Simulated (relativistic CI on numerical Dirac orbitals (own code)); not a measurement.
## Hyperfine structure of Er³⁰⁺, mass number 167

Computed by Dirac-Coulomb-Breit CI, KLI orbitals optimised for each configuration, QED by a radiative potential, unscaled Slater integrals (own radial code, finite nucleus).

CI space (outside the closed core [Ar] 3d10): 4s2 4p6 4d2, 4s2 4p5 4d3, 4s2 4p6 4d 4f, 4s 4p6 4d3, 4s2 4p5 4d2 4f, 4s 4p6 4d2 4f, 4s2 4p6 4d 5s, 4s2 4p6 4f 5s, 4s2 4p6 4d 5p, 4s2 4p6 4f2, 4s2 4p5 4f3, 4s 4p6 4f3, 4s2 4p6 4f 5p, 4s2 4p5 4f2 5p, 4s 4p6 4f2 5p. Double excitations out of closed p, d and f shells are left out; levels of such configurations are missing from the list, as are those of other unlisted configurations, and high levels can miss mixing partners.

Nuclear spin I = 7/2, μ = -0.5623 μN, Q = 3.57 b (tables of Stone and Pyykkö). The electronic factors are computed for point nuclear moments, without core polarisation or the Bohr-Weisskopf and QED corrections.

```
           Level   E (eV)  A (MHz)  B (MHz)
4s2 4p6 4d2 3F_2   0.0000    -2949     6420
4s2 4p6 4d2 3F_3  10.4527    -1691    19000
4s2 4p6 4d2 1G_4  14.7944    -1736    75200
4s2 4p6 4d2 3P_1  15.0654    92.14    19600
4s2 4p6 4d2 3F_4  24.1054    -1282    66300
```

Levels with J = 0, under 50 % of one LS term, or S terms without an open s electron are left out. Small factors come from cancelling terms and can be off by tens of per cent or more.

At this charge energies of transitions that change n are usually good to better than 1 %, and those within a shell (Δn = 0) to a few per cent. Terms inside the open d or f shell come out 10 to 20 % too wide with unscaled integrals.

Task: Give the hyperfine levels of 4s2 4p6 4d2 3F_2 relative to its centre of gravity.

Result: With K = F(F + 1) − I(I + 1) − J(J + 1), E = AK/2 + B[¾K(K + 1) − I(I + 1)J(J + 1)]/[2I(2I − 1)J(2J − 1)]: F = 3/2: 29980, F = 5/2: 19740, F = 7/2: 7015, F = 9/2: -6601, F = 11/2: -19040 MHz.

LS names give the leading component of a level, which can be under half, so a name can repeat, a term be missing and a line seem to break the LS rules.
